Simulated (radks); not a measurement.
Dynamic dipole polarisability and lines of neutral calcium, [Ar] 4s2. All-electron calculation, non-relativistic Kohn-Sham, LDA (Slater exchange, Perdew-Wang correlation), spin-unpolarised, spherical densities, point nucleus. Program: a radial shooting solver on a logarithmic mesh with Libxc functionals. Time-dependent linear response with the Hartree and adiabatic LDA kernel, continuum included through the Sternheimer equations. Lines are the poles of the dipole polarisability below minus the highest occupied eigenvalue, found on a grid refined at the orbital gaps; the lowest seven at most are given, and weak or close lines can be missed. The first line takes the name of the lowest orbital gap if no other gap lies below it; otherwise a line is named after a gap within 0.6 % of it, if that gap stands alone.

| photon energy (eV) | alpha (bohr^3) |
|---|---|
| 0 | 148.6 |
| 0.190 | 149.2 |
| 0.442 | 151.6 |
| 0.695 | 156.3 |
| 0.948 | 163.5 |
| 1.201 | 174.1 |
| 1.454 | 189.3 |
| 1.706 | 211.4 |
| 1.959 | 244.8 |
| 2.212 | 299.3 |
| 2.465 | 400.4 |
| 2.717 | 646.8 |
| 2.970 | 2093 |
| 3.223 | -1376 |
| 3.476 | -473.5 |
| 3.729 | -260.1 |

Lines (eV, oscillator strength): 3.074 (403.3 nm, 4s-4p), f = 1.76. Higher lines, where found, are left out when the end of the mesh affects them. Those listed give 93 % of the static polarisability (sum of f/w^2). Orbital energy gaps for comparison: 4s-4p 2.394 eV. At laser wavelengths: 1550 nm 158.9, 1064 nm 172.3, 780 nm 200.1, 532 nm 338.1, 355 nm -452.0 bohr^3. Measured terms reached by dipole lines (averaged over J; NIST Handbook of Basic Atomic Spectroscopic Data, eV): 4s-4p 2.933; 4s-5p 4.554; those above the model threshold have no computed partner.
